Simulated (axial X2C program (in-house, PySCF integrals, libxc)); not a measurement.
# Worked dissociation energy of CrF⁺: MP2, spin-free

All values were computed with an in-house all-electron X2C program for linear molecules (integrals from PySCF). Spin-free means the one-electron spin-free X2C Hamiltonian. Basis: Cr dyall-cv3z [9s10p6d3f2g], F dyall-av3z [7s6p3d2f] (cores contracted in-house); Gaussian nuclei, density fitting, unrestricted open shells. Masses: Cr 51.941 u, F 18.998 u.

Molecular state: M_S = 2, Λ = 0 (beyond evenly filled blocks: π+α, π-α, δ+α, δ-α).

Correlated methods: 12 electrons correlated (number of frozen shells: Cr 3 s, 2 p; F 1 s), 262 virtual spin orbitals or spinors in MP2.

- E(Cr+) (2M_S = 5, M_L = 0): -1049.532040 hartree
- E(F) (2M_S = 1, M_L = 0): -99.714646 hartree
- E(CrF⁺) at Re: -1149.391343 hartree
- ωe: 776.0 cm⁻¹
- ωexe: 3.19 cm⁻¹

(1) Work out De and D0.

The state is a single determinant with fixed occupations, the lowest that a limited PBE0 search found. De is counted from the lowest determinant-based energies of the atoms at the same level, without counterpoise correction.

Each atomic determinant is the lowest at this level and need not be a pure term. Totals compare only within one Hamiltonian and basis.

Results:

(1) De = -1049.532040 + (-99.714646) − (-1149.391343) = 0.14466 hartree = 3.936 eV. The zero-point energy is ωe/2 − ωexe/4 = 387 cm⁻¹ = 0.048 eV, so D0 = 3.888 eV.
